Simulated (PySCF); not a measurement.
Below is a simulated gas-phase Si 2p photoelectron spectrum of `Cl[SiH2]C(F)(F)F`.

Every computed line was given a Gaussian of 1.0 eV full width at half maximum and an area set by the number of equivalent atoms (split 2:1 within a doublet); the highest printed point is 100. Level of theory: delta-SCF UKS SCAN, pcX-2 on the ionised atom, pcseg-1 elsewhere, spin-free X2C (PySCF 2.14.0).

```json
{"binding energy (eV)": "107.3", "intensity": "0"}
{"binding energy (eV)": "107.4", "intensity": "1"}
{"binding energy (eV)": "107.5", "intensity": "1"}
{"binding energy (eV)": "107.6", "intensity": "2"}
{"binding energy (eV)": "107.7", "intensity": "4"}
{"binding energy (eV)": "107.8", "intensity": "8"}
{"binding energy (eV)": "107.9", "intensity": "12"}
{"binding energy (eV)": "108.0", "intensity": "19"}
{"binding energy (eV)": "108.1", "intensity": "28"}
{"binding energy (eV)": "108.2", "intensity": "39"}
{"binding energy (eV)": "108.3", "intensity": "51"}
{"binding energy (eV)": "108.4", "intensity": "65"}
{"binding energy (eV)": "108.5", "intensity": "77"}
{"binding energy (eV)": "108.6", "intensity": "88"}
{"binding energy (eV)": "108.7", "intensity": "95"}
{"binding energy (eV)": "108.8", "intensity": "100"}
{"binding energy (eV)": "108.9", "intensity": "100"}
{"binding energy (eV)": "109.0", "intensity": "97"}
{"binding energy (eV)": "109.1", "intensity": "92"}
{"binding energy (eV)": "109.2", "intensity": "84"}
{"binding energy (eV)": "109.3", "intensity": "75"}
{"binding energy (eV)": "109.4", "intensity": "65"}
{"binding energy (eV)": "109.5", "intensity": "55"}
{"binding energy (eV)": "109.6", "intensity": "45"}
{"binding energy (eV)": "109.7", "intensity": "36"}
{"binding energy (eV)": "109.8", "intensity": "28"}
{"binding energy (eV)": "109.9", "intensity": "20"}
{"binding energy (eV)": "110.0", "intensity": "14"}
{"binding energy (eV)": "110.1", "intensity": "9"}
{"binding energy (eV)": "110.2", "intensity": "6"}
{"binding energy (eV)": "110.3", "intensity": "4"}
{"binding energy (eV)": "110.4", "intensity": "2"}
{"binding energy (eV)": "110.5", "intensity": "1"}
{"binding energy (eV)": "110.6", "intensity": "1"}
{"binding energy (eV)": "110.7", "intensity": "0"}
{"binding energy (eV)": "110.8", "intensity": "0"}
```

Problem. How many maxima does the curve show, and how many computed lines lie under it?

Solution. The curve has 1 maximum (at 108.9 eV). Under it lie 2 lines from 1 inequivalent silicon site, drawn as a 2p3/2, 2p1/2 pair. At this width some lines have no maximum of their own.

Problem. Decompose the envelope and assign each component. Numbering: `[F:1][C:2]([F:3])([F:4])[SiH2:5][Cl:6]`.

Solution. 
```csv
position (eV),relative area,line,atoms,environment
108.73,0.67,Si 2p3/2,Si5,chlorine-bound silicon
109.36,0.33,Si 2p1/2,Si5,chlorine-bound silicon
```

Problem. What are the centre and the root-mean-square width of the whole band?

Solution. The area-weighted mean of the lines is 108.94 eV. Their own spread about it is 0.29 eV (rms) and each Gaussian has σ = 1.0/2.355 = 0.42 eV; the variances add, which gives 0.52 eV.

No satellites, vibrations or lifetime broadening are included. For 2p shells one spin-free hole was relaxed; a mean-field spin–orbit operator and the ground-state splitting of the three 2p orbitals were then diagonalised within the shell. The shell's mean is (2 × 2p3/2 + 2p1/2)/3, and the degeneracies 2j + 1 give areas of 2:1. 2p1/2 minus 2p3/2 (ligand field included): Si 0.63 eV. Isolated species at its PBE0-D3(BJ)/def2-SVP geometry, gas phase.

Conformer computed: `[F:1][C:2]([F:3])([F:4])[SiH2:5][Cl:6]`: F1–C2–Si5–Cl6 -60°.
